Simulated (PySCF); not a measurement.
# Basis and Hamiltonian dependence of the ionisation energy of Si(2+)

Si(2+) [Ne] 3s2 (1S) → Si(3+) [Ne] 3s1 (2S). All values are computed (PySCF 2.14, energy differences of UHF-based or UKS calculations, no spin-orbit coupling). Values in eV.

```
                                                               basis       Hamiltonian  functions     UHF     PBE    PBE0  MP2 (valence)  CCSD(T) (valence)  CCSD(T) (valence and next inner shell)
                                                       jorge-DZP-DKH     spin-free X2C         24  32.019  33.480     n/a         32.801             33.194                                     n/a
                                                             pcseg-2  non-relativistic         34  31.936     n/a  33.252         32.788             33.140                                     n/a
                                                           def2-TZVP  non-relativistic         37  31.979  33.424     n/a         32.831             33.196                                     n/a
                                                         def2-TZVPPD  non-relativistic         48  31.978  33.419  33.281         32.846             33.200                                  33.350
                                                          dyall-av2z  non-relativistic         50  31.958  33.393  33.255         32.757             33.152                                     n/a
      x2c-TZVPPall with one added diffuse shell each of s, p, d type     spin-free X2C         51  32.042  33.487  33.348         32.903             33.254                                  33.408
                                                     aug-cc-pV(T+d)Z  non-relativistic         55  31.959  33.381  33.245         32.823             33.175                                     n/a
aug-cc-pV(T+d)Z with one added diffuse shell each of s, p, d, f type  non-relativistic         71  31.959  33.381  33.244         32.824             33.175                                     n/a
                                                       aug-cc-pwCVTZ  non-relativistic         75  31.956  33.379  33.242         32.836             33.181                                  33.375
   x2c-QZVPPall with one added diffuse shell each of s, p, d, f type     spin-free X2C         86  32.019  33.447  33.309         32.929             33.258                                  33.437
                                                     aug-cc-pV(Q+d)Z  non-relativistic         89  31.957  33.392  33.251         32.863             33.196                                     n/a
aug-cc-pCVTZ-DK with one added diffuse shell each of s, p, d, f type     spin-free X2C         91  32.021  33.447  33.309         32.894             33.240                                     n/a
                                                         dyall-acv3z     spin-free X2C        113  32.019  33.447  33.309         32.911             33.253                                     n/a
                                                     aug-cc-pCVQZ-DK     spin-free X2C        134  32.019  33.446  33.308         32.930                n/a                                     n/a
```

Extrapolation of CCSD(T) (valence) from aug-cc-pV(T+d)Z and aug-cc-pV(Q+d)Z: the correlation parts are 1.216 and 1.239 eV; with the X⁻³ form and unrounded values, (4³ × 1.239 − 3³ × 1.216)/(4³ − 3³) = 1.256 eV, and adding the Hartree-Fock value 31.957 eV of the larger basis gives 33.213 eV.

Frozen in the all-electron rows: valence: [Ne]; valence and next inner shell: 1s2.

Reference for a calculation without spin-orbit coupling: 33.493 eV (measured, between term centres; NIST).
